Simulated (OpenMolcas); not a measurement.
V2+ with its 6 nearest fluoride ions at 2.157 Å, on the Ca site of CsCaF3 (a = 4.526 Å, distance in the model lattice 2.263 Å). The rest of the host is ab initio model potentials to 7.6 Å, with orthogonalisation functions on the cations behind the ligands, and point charges beyond; the distance is set by hand and nothing relaxes. Ligand basis ANO-RCC-VDZP.

| Property | Result |
| --- | --- |
| Program | OpenMolcas |
| Method | SS-CASPT2, IPEA 0.25 Eh, imaginary shift 0.1 Eh (closed shells correlated: 3s 3p and the ligand valence shells) |
| Basis | ANO-RCC-VDZP [5s4p2d1f] |
| Scalar Hamiltonian | DKH2, point nucleus |
| Active space | 3 electrons in 5 orbitals (3d) |
| State averaging | 2S+1 = 4 even, 10 roots; 2S+1 = 2 even, 40 roots |
| Spin-orbit coupling | RASSI with atomic mean-field integrals over the reference wave functions |

Question: What is the spin-free ground state (labels of O, the rotations of Oh)?

Answer: 4A2, 1-fold in its orbital part, 100 % from free-ion F terms; it has the highest spin that d3 allows.

Question: Where is the first state of the same spin?

Answer: 4T2 at 10200 cm-1 above the ground state.

Question: What are the lowest two levels with spin-orbit coupling?

Answer: A 4-fold level Γ8, then a 2-fold level Γ7 10120 cm-1 above it. Their leading multiplicities are 4 (100 %) and 4 (100 %).

Question: What is χT at 300 K, and how does it compare with the textbook value?

Answer: The lowest level has 2S+1 = 4, for which the spin-only value is χT = S(S+1) / 2 = 1.875 cm3 K/mol (g = 2). The computed 1.851 at 300 K differs by -0.024, through orbital momentum, spin-orbit coupling and any other state in reach.

Roots that are degenerate in the reference are averaged as groups; the widest CASPT2 spread within a group is 120 cm-1 (the 3-fold group of multiplicity 4 near 25000 cm-1 above the lowest state of its run). Shifts and gaps below about the spread of the groups concerned are not significant. Over all roots computed the reference weight is 0.73 to 0.74; a low but even weight reflects the number of correlated electrons. Ligand-to-metal charge-transfer states are missing. These CASPT2 states fit no ligand-field parameters well, so their order and spin gaps are uncertain. With no ligand orbital active B as a rule stays too high, so bands that hang on it stand too high and its fall with covalency is understated. With one d shell and no ligand orbital active, 10Dq can be off by tens of per cent for divalent 3d ions, low with halides held by bare charges and at times high in hosts. Free-ion shares, where given, are those of the reference states; single-state CASPT2 does not remix them. No measured value stands beside these numbers; the geometry was set by hand and not optimised.
